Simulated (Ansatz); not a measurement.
Calculated with Ansatz (gas phase, PBE0-D4/def2-TZVP geometries, no zero-point term in ΔE). CBS: MP2 limit from def2 TZ/QZ plus the TZ coupled-cluster correction, frozen cores. Functionals use def2-TZVPP. B3LYP here is the variant with VWN-RPA as its local correlation; programs differ in this. For Se outer-core shells are correlated without core-valence functions, which leaves a few kJ/mol of doubt a bond. Scalar relativity is left out up to krypton. One conformer a species, not always the lowest.

Consider the formal exchange of groups at the Si–C bond: `C=C(F)[SiH2][SeH]` + `FCOCF` → `FCO[SiH2][SeH]` + `C=C(F)CF`.

(1) Is it downhill or uphill in electronic energy at CCSD(T)/CBS, and by how much? (Best estimate.)

(2) What do these levels give: PBE-D4, B3LYP-D4, ωB97M-V, B2PLYP, PBE, PBE0, B3LYP, HF/def2-TZVPP, MP2/def2-TZVPP, CCSD/def2-TZVPP, HF/def2-QZVPP, MP2/def2-QZVPP? (Best estimate.)

Largest T1 diagnostic among the species: 0.012.

## Answers

(1) Ansatz gave: Downhill: ΔE = -117.9 kJ/mol.

(2) Ansatz gave: PBE-D4 -105.2, B3LYP-D4 -115.5, ωB97M-V -116.8, B2PLYP -117.2, PBE -104.9, PBE0 -111.5, B3LYP -115.0, HF/def2-TZVPP -124.5, MP2/def2-TZVPP -120.3, CCSD/def2-TZVPP -118.1, HF/def2-QZVPP -125.4, MP2/def2-QZVPP -122.1 kJ/mol.

From PBE to PBE0 (25 % exact exchange), in def2-TZVPP and without D4, ΔE moves by −6.6 kJ/mol. In def2-TZVPP, CCSD(T) changes the Hartree–Fock value by +9.3 kJ/mol (the triples alone add +2.9 kJ/mol) and MP2 by +4.2 kJ/mol.
